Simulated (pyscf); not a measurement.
PySCF, gas phase, ωB97X-D3(BJ)/def2-SVP geometries. Correlated levels are frozen-core, on RHF or UHF. ΔMP2 is the change of the MP2 total energy from the triple- to the quadruple-zeta basis.

### Question
How much does it cost (ΔH, 298 K, CCSD(T)/def2-TZVPP + ΔMP2(QZVPP)) to split H₂Sb–SbH₂ at its Sb–Sb bond into SbH₂• + SbH₂•?

### Answer
Sb–Sb to SbH₂• + SbH₂•: 181.0 kJ/mol. The CCSD(T) − MP2 part came from Ansatz, without density fitting, on the same reference. The frozen core leaves the outer d or s,p core shells of the metals and heavy elements correlated in the MP2 and CC values, and def2-TZVPP describes them poorly, which can shift differences by a few kcal/mol. Elements past Kr carry the def2 core potentials, without spin-orbit coupling.
